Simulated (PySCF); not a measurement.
Compound: C4H5BO2.
Atom-mapped SMILES: `[CH2:1]=[CH:2][C:3]#[C:4][B:5]([OH:6])[OH:7]` (hydrogens: H8, H9 on C1; H10 on C2; H11 on O6; H12 on O7)

Structure used (PBE0-D3(BJ)/def2-SVP), in Å, numbered top down from 1:
```xyz
12
C4H5BO2 angstrom
C      2.9671    0.2794   -0.5207
C      1.9627    0.9459    0.0684
C      0.6390    0.4478    0.2024
C     -0.5078    0.0500    0.3331
B     -1.9507   -0.4525    0.4927
O     -2.9445    0.4798    0.5123
O     -2.1490   -1.7960    0.6056
H      3.9618    0.7235   -0.6023
H      2.8177   -0.7195   -0.9381
H      2.1445    1.9484    0.4750
H     -3.8336    0.1277    0.6121
H     -3.0665   -2.0658    0.7036
```

Method used: PySCF, PBE0-D3(BJ)/def2-SVP geometry optimisation, gas phase.

Take the most abundant isotopes and a rigid rotor. The values belong to one conformer with, in the numbering `[CH2:1]=[CH:2][C:3]#[C:4][B:5]([OH:6])[OH:7]`, C4–B5–O6–H 180°, C4–B5–O7–H 180°.

Question: Give the principal moments of inertia and the rotational constants in MHz.

Answer: Ia = 61.20, Ib = 486.13, Ic = 542.12 u·Å²; 505379 MHz·u·Å²/I gives A = 8258, B = 1040, C = 932.2 MHz.

Question: What kind of rotor is it?

Answer: A near-prolate asymmetric top: κ = (2 × 1040 − 8258 − 932.2)/(8258 − 932.2) = -0.97.

Question: What does the inertial defect say?

Answer: Not planar: Δ = Ic − Ia − Ib = -5.21 u·Å². For a rigid frame Δ = −2 Σ m c², so Σ m c² = 2.61 u·Å² lies off the ab plane: 0.88 from hydrogen and 1.73 from heavier atoms. The atom farthest from that plane is 0.66 Å away.

Question: Give the other two planar moments, Paa and Pbb, and the rms extents of the mass along the axes.

Answer: Paa = Σ m a² = (Ib + Ic − Ia)/2 = 483.52 and Pbb = Σ m b² = (Ia + Ic − Ib)/2 = 58.59 u·Å². With the mass M = 96.04 u, the rms extents √(P/M) along a, b and c are 2.24, 0.78, 0.16 Å.

Question: Where do the levels up to J = 4 lie, in MHz?

Answer: Above 0(0,0):
J = 1: 1(0,1) 1972, 1(1,1) 9190, 1(1,0) 9297
J = 2: 2(0,2) 5914, 2(1,2) 13026, 2(1,1) 13348, 2(2,1) 35003, 2(2,0) 35004
J = 3: 3(0,3) 11825, 3(1,3) 18780, 3(1,2) 19424, 3(2,2) 40918, 3(2,1) 40924, 3(3,1) 77278, 3(3,0) 77278
J = 4: 4(0,4) 19700, 4(1,4) 26450, 4(1,3) 27524, 4(2,3) 48805, 4(2,2) 48822, 4(3,2) 85168, 4(3,1) 85168, 4(4,1) 136068, 4(4,0) 136068

Question: Which lines would a microwave search look for?

Answer: The dipole components are |μa| = 2.07 D, |μb| = 0.30 D, |μc| = 0.15 D. Intensities carry the squares of the components, which stand as 1.00 : 0.02 : 0.01 (a : b : c). Some lines, for components of 0.1 D or more:

```csv
type,branch,"J(Ka,Kc)",MHz,lower level (cm⁻¹)
a,Q,"4(1,3) ← 4(1,4)",1074,0.882
c,Q,"4(1,4) ← 4(0,4)",6750,0.657
a,R,"4(3,2) ← 3(3,1)",7890,2.578
b,Q,"5(2,3) ← 5(1,4)",21057,1.256
b,Q,"4(2,2) ← 4(1,3)",21299,0.918
b,Q,"2(2,0) ← 2(1,1)",21656,0.445
b,Q,"3(3,0) ← 3(2,1)",36354,1.365
b,R,"5(3,2) ← 4(2,3)",46226,1.628
b,Q,"5(4,2) ← 5(3,3)",50899,3.170
b,Q,"5(5,1) ← 5(4,2)",65444,4.868
b,R,"5(5,0) ← 4(4,1)",75306,4.539
```

PBE0-D3(BJ)/def2-SVP frequencies: not computed here. No vibrational averaging or centrifugal distortion is included, and the geometry carries the error of its method. Quadrupole hyperfine structure (11B) is left out.

The run took 42 s of wall time on one thread of an Arm Neoverse V1 (shared host), and the process peaked at 0.49 GiB of memory. That covers the optimisation of the geometry.
